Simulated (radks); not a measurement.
The numbers below are computed, except where a source is named.
Species: the hafnium ion Hf5+. Configuration: [Xe] 4f13 (the NIST ground configuration). Code: a radial shooting solver on a logarithmic mesh with Libxc functionals. Model: Dirac Kohn-Sham, XLYP, spin-unpolarised, spherical densities, finite nucleus; open shells are shared between the two j in proportion to 2j + 1; Fermi nuclear charge, rms radius 5.347 fm.

Normalised radial functions P(r) = r R(r) (large component), r in bohr:

r	4f5/2
0.003355	0.0000
0.003874	0.0000
0.004475	0.0000
0.005126	0.0000
0.00592	0.0000
0.006837	0.0000
0.007896	0.0000
0.00912	0.0001
0.01045	0.0001
0.01207	0.0002
0.01394	0.0003
0.01609	0.0004
0.01859	0.0007
0.02129	0.0012
0.02459	0.0020
0.0284	0.0032
0.0328	0.0052
0.03788	0.0084
0.0434	0.0132
0.05012	0.0208
0.05788	0.0325
0.06685	0.0500
0.0772	0.0756
0.08916	0.1122
0.1021	0.1597
0.118	0.2271
0.1362	0.3146
0.1573	0.4239
0.1817	0.5539
0.2082	0.6916
0.2404	0.8452
0.2777	0.9943
0.3207	1.1238
0.3703	1.2180
0.4243	1.2624
0.49	1.2561
0.5659	1.1968
0.6535	1.0932
0.7548	0.9580
0.8647	0.8142
0.9987	0.6577
1.153	0.5076
1.332	0.3724
1.538	0.2581
1.777	0.1675
2.035	0.1039
2.351	0.0576
2.715	0.0290
3.135	0.0128
3.621	0.0048
4.148	0.0016
4.791	0.0004
5.533	0.0001

4f5/2: eigenvalue -82.504 eV, 0 radial nodes, <r> = 0.639 bohr, 90 % of the charge inside 1.06 bohr.
